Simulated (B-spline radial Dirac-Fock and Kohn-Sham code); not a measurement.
# Internal conversion coefficients of Pr at 11.5 keV

Z = 59 (praseodymium), transition energy 11.5 keV. The computed values come from a B-spline atomic structure program: a Dirac-Hartree-Slater potential of the neutral atom with a Latter tail (no hole, which puts coefficients of high multipoles low close above an edge), finite nucleus with surface currents. The K shell is not open to conversion at this energy. Subshells that would emit electrons below 1 keV are left out.

| subshell | electron energy (keV) | E1 | E3 | E4 | M3 | M5 |
| --- | --- | --- | --- | --- | --- | --- |
| L1 | 4.67 | 3.16 | 27700 | 1.16e+06 | 1.42e+06 | 1.17e+09 |
| L2 | 5.06 | 3.82 | 2.65e+06 | 1.77e+08 | 50400 | 5.47e+07 |
| L3 | 5.54 | 6.33 | 4.05e+06 | 2.86e+08 | 1.43e+07 | 1.50e+11 |
| M1 | 9.99 | 0.704 | 5800 | 402000 | 526000 | 2.23e+09 |
| M2 | 10.16 | 0.619 | 748000 | 8.75e+07 | 24900 | 1.10e+08 |
| M3 | 10.26 | 1.05 | 1.11e+06 | 1.25e+08 | 3.78e+06 | 1.06e+11 |
| M4 | 10.55 | 0.229 | 120000 | 1.26e+08 | 35600 | 1.30e+09 |
| M5 | 10.57 | 0.313 | 182000 | 1.69e+08 | 81700 | 8.01e+10 |
| N1 | 11.20 | 0.167 | 1390 | 111000 | 137000 | 7.38e+08 |
| N2 | 11.26 | 0.131 | 175000 | 2.24e+07 | 6360 | 3.52e+07 |
| N3 | 11.28 | 0.221 | 256000 | 3.12e+07 | 867000 | 2.87e+10 |
| N4 | 11.38 | 0.0445 | 26100 | 2.83e+07 | 8010 | 3.33e+08 |
| N5 | 11.38 | 0.0607 | 39600 | 3.79e+07 | 18000 | 1.90e+10 |
| N6 | 11.49 | 0.000161 | 3.99 | 9070 | 2.99 | 2.38e+06 |
| N7 | 11.49 | 0.000203 | 4.28 | 14400 | 0.223 | 1.95e+07 |
| total |  | 16.9 | 9.45e+06 | 1.10e+09 | 2.14e+07 | 3.94e+11 |

Q: For a pure E4 transition, what fraction of decays emits a photon?

A: 1/(1 + α) = 9.10e-10 with the total α = 1.10e+09; the total includes the outer subshells that are not listed.
